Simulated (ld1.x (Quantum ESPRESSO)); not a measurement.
# Before and after: TM potential for oxygen

O, norm-conserving Troullier–Martins (Kleinman–Bylander form), made with ld1.x (Quantum ESPRESSO) 7.5 (PBE, non-relativistic). Core [He], reference 2s2 2p3 (charge +1). Waves: 2s (bound): rc 0.75 bohr; 2p (bound): rc 1.95 bohr. Local part: all-electron potential smoothed inside 1.15 bohr (lloc = -1). Core correction: none.

Change: all radii scaled by about 1.07 (s 0.80, p 2.10 bohr); local potential all-electron potential smoothed inside 1.24 bohr (lloc = -1).

Cutoffs: the cutoffs (Ry, on a coarse ladder) from which the occupation-weighted sum of valence levels, in a spherical-Bessel basis at the reference potential, stays within 10 and 1 mRy of its value at 400 Ry; they do not see the model core or the augmentation charge, which bear on the density cutoff. Errors are all-electron minus pseudo energies relative to the spin-unpolarised reference configuration.

Predict the effect on cutoff, ghosts and configuration errors.

The potential gets neither clearly harder nor softer (80 Ry and 200 Ry → 80 Ry and 200 Ry); of the 7 tests that both files solve, the error grows in 6 and shrinks in 1 by more than 15 % and 0.3 meV (median size 65.3 → 94.9 meV); neither file shows a bound ghost.

| quantity | base | changed |
| --- | --- | --- |
| cutoff, loose | 80 Ry | 80 Ry |
| cutoff, tight | 200 Ry | 200 Ry |
| bound ghosts | none | none |
| error for 2s2 2p4, meV [ΔE -16.44 eV] | +52 | +75 |
| error for 2s2 2p2, meV [ΔE 33.59 eV] | +212 | +280 |
| error for 2s2 2p1, meV [ΔE 87.47 eV] | +1344 | +1721 |
| error for 2s2 2p3.5, meV [ΔE -10.15 eV] | +20 | +28 |
| error for 2s2 2p0, meV [ΔE 164.37 eV] | +4397 | +5478 |
| error for 2s1 2p4, meV [ΔE 15.17 eV] | +10 | +3.6 |
| error for 2s2 2p4.3, meV [ΔE -18.56 eV] | +65 | +95 |
